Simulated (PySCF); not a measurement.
Geometry:
| atom | x (Å) | y (Å) | z (Å) |
| --- | --- | --- | --- |
| C1 | -1.732 | -0.157 | 1.406 |
| C2 | -0.651 | 0.272 | 0.432 |
| C3 | -1.161 | 1.214 | -0.642 |
| O4 | -0.134 | -0.903 | -0.192 |
| C5 | 1.218 | -1.149 | -0.067 |
| C6 | 2.086 | -0.295 | -0.974 |
| F7 | 1.664 | -0.323 | -2.235 |
| F8 | 2.107 | 0.990 | -0.589 |
| F9 | 3.346 | -0.739 | -0.945 |
| H10 | -2.179 | 0.714 | 1.907 |
| H11 | -2.527 | -0.698 | 0.871 |
| H12 | -1.320 | -0.827 | 2.175 |
| H13 | 0.163 | 0.771 | 0.990 |
| H14 | -1.937 | 0.713 | -1.240 |
| H15 | -1.597 | 2.120 | -0.195 |
| H16 | -0.349 | 1.518 | -1.317 |
| H17 | 1.596 | -1.015 | 0.966 |
| H18 | 1.400 | -2.195 | -0.358 |

- shieldings: GIAO PBE0/pcSseg-1
- geometry: PBE0-D3(BJ)/def2-SVP
- code: PySCF 2.14.0 with density-fitted response routines
- fast rotation and ring inversion assumed for equivalent nuclei, non-relativistic, gas phase, single conformer

References, each an isolated molecule treated in the same way: 13C (184.41 ppm) and 1H (31.27 ppm) vs TMS; H2O for 17O (334.56 ppm); 19F (177.25 ppm) vs CFCl3.

```csv
atoms,nucleus,count,Hirshfeld charge,δ (ppm)
C1/C3,13C,2,-0.13,?
H13,1H,1,0.03,3.28
C5,13C,1,-0.02,69.9
O4,17O,1,-0.13,48.0
C2,13C,1,0.05,76.1
C6,13C,1,0.25,129.9
H10/H11/H12/H14/H15/H16,1H,6,0.04,1.18
H17/H18,1H,2,0.05,?
F7/F8/F9,19F,3,-0.09,?
```

Q: Complete the table.

A: 
- C1/C3: 24.3 ppm, methyl carbon; a saturated carbon with 1 carbon neighbour and no heteroatom attached
- H17/H18: 3.57 ppm, hydrogen on an sp3 CH2 bonded to O; its carbon carries O, hence the downfield position
- F7/F8/F9: -88.9 ppm, fluorine of a CF3 group

Shifts are as computed. Against solution values, carbons near 30 ppm lie about +2 ppm off and those near 130 ppm about +5 ppm. Of 1211 compounds with measured shifts, 218 miss one by over three times the rms of a fit or turn the order of signals round; such compounds aren't used in these exercises. Unscaled 19F shifts against computed CFCl3 carry errors that often reach 10 to 50 ppm. Experimental scales use liquid or dissolved standards, which lie at an offset from isolated H2O (liquid H2O: subtract about 36 ppm).
